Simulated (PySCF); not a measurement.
# Te: excitation energy

Te [Kr] 4d10 5s2 5p4 (3P) → Te [Kr] 4d10 5s1 5p5 (3P), as a difference of total energies. Calculation: PySCF 2.14, in x2c-TZVPPall (8s6p4d2f, 60 functions); scalar relativity by spin-free X2C-1e. Correlated levels: valence and next inner shell: [Ar] 3d10 frozen. The calculations carry no spin-orbit coupling.

```csv
method,excitation energy (eV)
UHF,10.019
MP2 (valence and next inner shell),9.272
SCS-MP2 (valence and next inner shell),9.152
CCSD (valence and next inner shell),8.853
CCSD(T) (valence and next inner shell),8.399
```

Problem. How much does correlation contribute at CCSD(T) (valence and next inner shell)?

Solution. 8.399 − (10.019) = -1.620 eV, measured against UHF.

The upper state lies above the first ionisation limit, where it may autoionise and the basis confines it.

The coupled-cluster amplitudes are large for the upper state (T1 above 0.03 or a double amplitude above 0.15), so a single reference is strained.
